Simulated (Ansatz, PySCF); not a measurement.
pyrimidine (C₄H₄N₂), SMILES c1ccncn1.

Geometry: PBE0-D3(BJ)/def2-SVP.

Vertical ionisation energy (IE) and electron affinity (EA) in eV. Rows of orbital energies are one-electron estimates. Where ΔSCF, EOM or ADC give a negative EA the extra electron is unbound and the value depends on the basis.

```csv
level,IE,EA
"−ε(HOMO), −ε(LUMO), r2SCAN/def2-TZVP (PySCF)",___,___
"−ε(HOMO), −ε(LUMO), PBE/def2-TZVP (PySCF)",5.87,2.27
"ΔSCF, CAM-B3LYP/def2-SVPD (Ansatz), final states of multiplicity 2 and 2",9.88,-0.57
"ΔSCF, PBE/def2-SVPD (Ansatz), final states of multiplicity 2 and 2",9.20,-0.60
```

### Question
Fill in the missing entries. (The exact figures need the calculation; the answer reports its results.)

### Answer

- −ε(HOMO), −ε(LUMO), r2SCAN/def2-TZVP (PySCF), IE: 6.18
- −ε(HOMO), −ε(LUMO), r2SCAN/def2-TZVP (PySCF), EA: 2.10

### Question
What vertical singlet–triplet gap does ΔSCF give with CAM-B3LYP/def2-SVPD (Ansatz, an electronic-structure program) and with PBE/def2-SVPD (Ansatz)? (Estimate from the structure and the level; the computed values follow.)

### Answer
4.11 and 3.52 eV (triplet above singlet where positive).
